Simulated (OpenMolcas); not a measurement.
## neutral phosphorus: Slater's ratio, worked from levels

| Property | Result |
| --- | --- |
| Program | OpenMolcas 26.06 |
| Basis | ANO-R2 [5s4p3d1f] |
| Scalar Hamiltonian | X2C, finite nucleus |
| Active space | 5 electrons in 8 orbitals (3s 3p 4s 4p) |
| State averaging | 2S+1 = 4 odd, 1 root; 2S+1 = 2 odd, 8 roots; 2S+1 = 4 even, 3 roots; 2S+1 = 2 even, 9 roots |
| Spin-orbit coupling | RASSI with atomic mean-field integrals over the reference wave functions, term energies averaged over their components |

Methods: CASSCF; SS-CASPT2, IPEA 0.25 Eh, imaginary shift 0.1 Eh (closed shells correlated: 2s 2p). Measured levels: NIST Handbook of Basic Atomic Spectroscopic Data.

**Slater's ratio.** With one set of orbitals, p3 has 2D* - 4S* = 9 F2 and 2P* - 2D* = 6 F2 (F2 = F²/25), a ratio of 2/3. Term energies are centres of gravity, weighted by 2J + 1.

```json
{"Source": "CASSCF", "2D* - 4S*": "14862", "2P* - 4S*": "19957", "F2 from the first": "1651", "Ratio": "0.343"}
{"Source": "SS-CASPT2", "2D* - 4S*": "12731", "2P* - 4S*": "20189", "F2 from the first": "1415", "Ratio": "0.586"}
{"Source": "measured", "2D* - 4S*": "11370", "2P* - 4S*": "18740", "F2 from the first": "1263", "Ratio": "0.648"}
```

Energies in cm-1. A ratio away from 2/3 shows effects beyond one configuration with one set of orbitals, and in heavier atoms second-order spin-orbit shifts. In CASSCF the valence s occupation is 1.94 in 2P* against 1.99 in 2D*: mixing out of s² acts most on 2P* and pulls it down.

Term energies are means over components that CASPT2 splits; among the terms shown or strongly mixed into the levels shown the widest spread is 81 cm-1 (3s2 3p3 2D*, SS-CASPT2). The run also gave levels led by 3s2 3p2 4s, which use shells meant for correlation; these and all levels above them are left out. Without dynamic correlation excited terms often stand tens of per cent too high (terms of higher spin than the ground term too low), and those without a measured partner can miss by more than the paired ones (holds for CASSCF). Computed and measured levels are paired by configuration, term and J; levels that our copy of the source lacks, or whose pairing is in doubt (as where it misses far off the trend of its configuration), stay unpaired and out of the deviations. Only configurations of the active space appear.

* marks odd parity.
